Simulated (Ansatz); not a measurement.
Relaxation of the cluster Ag₇Se⁺ with RKS PBE0-D4/def2-SVP.

```sh
$ ansatz run in.yaml --threads 4 --pin off --events-out ev --progress --plain --max-ram 4787MiB
```

```yaml
crystal:
  periodic: [false, false, false]
  atoms:
    - {symbol: Ag, position_ang: [0.521440, -0.893450, -2.916020]}
    - {symbol: Ag, position_ang: [-0.068970, 1.079030, 1.259680]}
    - {symbol: Ag, position_ang: [-1.306510, -2.189500, 2.143120]}
    - {symbol: Ag, position_ang: [-0.180890, 1.385130, -1.532210]}
    - {symbol: Ag, position_ang: [1.839140, -0.380150, -0.495710]}
    - {symbol: Ag, position_ang: [-0.870620, 3.409360, 0.148680]}
    - {symbol: Ag, position_ang: [-0.803560, -1.202880, -0.435930]}
    - {symbol: Se, position_ang: [0.869970, -1.207550, 1.828390]}
basis:
  gaussian: {orbitals: def2-SVP}
total_charge: 1
hamiltonian: {xc: pbe0, dispersion: d4}
scf: {lower_state_search: "off"}
output: {orbitals: {seedname: orbitals}}
relax: {f_tol: 0.02, max_steps: 100}
```

Hardware: 4 threads of Arm Neoverse V1 on a shared host. Wall time 1.8 min, peak host memory 1.4 GiB.

Positions (Å) and forces (eV/Å) at steps 1, 2, 4, 5 of 5:

```xyz
8
step=1 energy=-93326.5014 eV
Ag    0.521   -0.893   -2.916   -0.014   -0.010   -0.042
Ag   -0.069    1.079    1.260   -0.155    0.430    0.066
Ag   -1.307   -2.189    2.143   -0.516   -0.280    0.244
Ag   -0.181    1.385   -1.532   -0.050    0.113    0.069
Ag    1.839   -0.380   -0.496   -0.026   -0.154   -0.256
Ag   -0.871    3.409    0.149    0.015   -0.074   -0.010
Ag   -0.804   -1.203   -0.436    0.279    0.001   -0.265
Se    0.870   -1.208    1.828    0.467   -0.025    0.193
8
step=2 energy=-93326.5785 eV
Ag    0.514   -0.857   -2.992   -0.016    0.041    0.020
Ag   -0.089    1.150    1.306    0.013   -0.051   -0.044
Ag   -1.358   -2.213    2.212   -0.015    0.002   -0.011
Ag   -0.184    1.401   -1.507    0.012   -0.013    0.123
Ag    1.846   -0.475   -0.561    0.101   -0.012   -0.004
Ag   -0.892    3.435    0.147   -0.005   -0.007   -0.041
Ag   -0.699   -1.252   -0.482   -0.015   -0.050    0.112
Se    0.862   -1.189    1.876   -0.075    0.090   -0.155
8
step=4 energy=-93326.5942 eV
Ag    0.486   -0.827   -2.993    0.006    0.008    0.001
Ag   -0.106    1.173    1.315   -0.002    0.000    0.012
Ag   -1.382   -2.203    2.223    0.004    0.000    0.008
Ag   -0.156    1.389   -1.447    0.005   -0.007   -0.015
Ag    1.906   -0.520   -0.602   -0.001    0.006   -0.024
Ag   -0.922    3.448    0.131   -0.001    0.003   -0.003
Ag   -0.658   -1.291   -0.459    0.005    0.004    0.009
Se    0.833   -1.170    1.832   -0.015   -0.014    0.010
8
step=5 energy=-93326.5945 eV
Ag    0.487   -0.823   -3.000    0.003    0.000   -0.001
Ag   -0.111    1.168    1.321    0.000    0.005   -0.010
Ag   -1.391   -2.196    2.239   -0.008   -0.002    0.000
Ag   -0.147    1.388   -1.448   -0.007    0.010    0.005
Ag    1.911   -0.511   -0.619    0.000   -0.005    0.016
Ag   -0.924    3.442    0.130    0.001    0.000   -0.001
Ag   -0.649   -1.290   -0.455   -0.002   -0.008    0.010
Se    0.825   -1.178    1.832    0.014    0.000   -0.018
```

In the def2 sets Ag takes a core potential; there is no spin–orbit coupling. The relaxation made no stability test and no search for a lower SCF solution. No other spin state of charge 1 was run. Another isomer (singlet) lies 0.14 eV lower at PBE0-D4/def2-TZVP; other spin states weren't run for this one.
